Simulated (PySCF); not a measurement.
B(CCH)2(OMe) (C5H5BO), SMILES C#CB(C#C)OC.

Geometry: B3LYP-D3(BJ)/def2-SVP. Other conformers were not sampled.

Two levels are set side by side: TDA-PBE/def2-SVPD (PySCF) and TDA-ωB97X/def2-SVPD (PySCF). Vertical, same geometry. The lowest singlet is HOMO→LUMO 100 % with PBE and HOMO→LUMO 88 % with the other functional; states are paired by order. Differences are taken from unrounded values.

```csv
quantity,TDA-ωB97X
lowest singlet excitation (eV),5.00
lowest triplet excitation (TDA) (eV),4.48
first bright state (f over 0.05) (eV),5.78
its oscillator strength,0.08
```

Question: What does TDA-PBE give, and how far is it from TDA-ωB97X? (An estimate is asked for; the answer gives what the named calculation found.)

Answer: 
```csv
quantity,TDA-PBE,TDA-PBE minus TDA-ωB97X
lowest singlet excitation (eV),4.24,-0.77
lowest triplet excitation (TDA) (eV),3.96,-0.52
first bright state (f over 0.05) (eV),5.03,-0.75
its oscillator strength,0.12,0.04
```

Functionals without exact exchange tend to place singlet excitations lower, as here. Differences between two approximate levels are no errors against the true value.

Rough cost on one machine, each run with all the roots and properties that it gave: TDA-ωB97X against TDA-PBE about 3 times.
